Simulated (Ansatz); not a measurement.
`BCOC#N`. The species carries charge 0 and has multiplicity 1. Geometry: relaxed with PBE0-D4/def2-TZVP. It is one conformer, not always the lowest.

```xyz
9

B     0.813    1.277   -0.580
C     0.216   -0.108   -0.241
O    -0.795   -0.046    0.803
C    -1.319   -1.172    1.117
N    -1.808   -2.173    1.421
H     1.651    1.308   -1.430
H     0.460    2.270   -0.025
H    -0.229   -0.559   -1.140
H     1.011   -0.797    0.075
```

**Question.** What is the dipole moment at r2SCAN/def2-TZVPP? (Estimate.)

**Answer.** Computed: 4.52 D, with components (2.86, 2.53, -2.42) D in this frame, pointing from negative to positive charge.

**Question.** And with PBE, B3LYP, ωB97M-V? (Best estimate.)

**Answer.** The calculation gave: PBE 4.37 D, B3LYP 4.50 D, ωB97M-V 4.49 D.

**Question.** Give the Mulliken charges with r2SCAN, PBE, B3LYP in def2-TZVPP. (Estimate.)

**Answer.** Ansatz gave: 
```
atom  r2SCAN    PBE  B3LYP
  B1   -0.01  -0.06  -0.10
  C2    0.03  -0.03   0.00
  O3   -0.23  -0.15  -0.22
  C4    0.10  -0.06   0.02
  N5   -0.16  -0.04  -0.08
  H6    0.03   0.04   0.06
  H7    0.04   0.05   0.07
  H8    0.09   0.13   0.12
  H9    0.09   0.13   0.12
```

B3LYP here is the variant with VWN-RPA as its local correlation; programs differ in this.
